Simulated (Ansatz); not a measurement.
`[SiH3]C[TeH]`. The species carries charge 0 and has multiplicity 1. Te: def2 effective core potential.

```xyz
9

Si    0.158    1.070   -0.779
C    -0.190   -0.172    0.580
Te    0.299   -2.166   -0.050
H     1.594    1.022   -1.158
H    -0.174    2.440   -0.305
H    -0.664    0.758   -1.977
H    -1.248   -0.153    0.844
H     0.406    0.058    1.463
H    -0.182   -2.857    1.380
```

Problem. What are the harmonic wavenumbers in cm⁻¹ at PBE0-D4/def2-TZVP (Ansatz, finite differences of forces, unscaled)? (Best estimate.)

Solution. Ansatz gave: 51i, 136, 148, 465, 505, 600, 696, 774, 783, 924, 944, 947, 1014, 1072, 1407, 2143, 2222, 2230, 2233, 3092, 3160.

Problem. Is this a minimum?

Solution. No: 1 imaginary mode, so it is a saddle point.
